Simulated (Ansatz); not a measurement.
CH2OSSe, SMILES `O=C(S)[SeH]` at its PBE0-D4/def2-TZVP geometry, where that method's forces vanish. Charge 0, multiplicity 1.

```xyz
6

O     1.6967   -0.2529   -1.1003
C     0.7191   -0.1188   -0.4343
S     0.6893   -0.7023    1.2407
Se   -0.8348    0.7461   -1.2114
H    -0.5651   -0.3388    1.5385
H    -1.7053    0.6668   -0.0332
```

Question: What forces (eV/Å) does PBE-D4/def2-TZVPP give on these atoms in the Gaussian-basis code of Ansatz? (Best estimate.)

Answer: The calculation gave: 
```
O1   1.082 -0.150 -0.732
C2  -0.687  0.083  0.500
S3   0.234 -0.198  0.311
Se4 -0.187  0.203 -0.374
H5  -0.265  0.074  0.072
H6  -0.177 -0.011  0.223
```
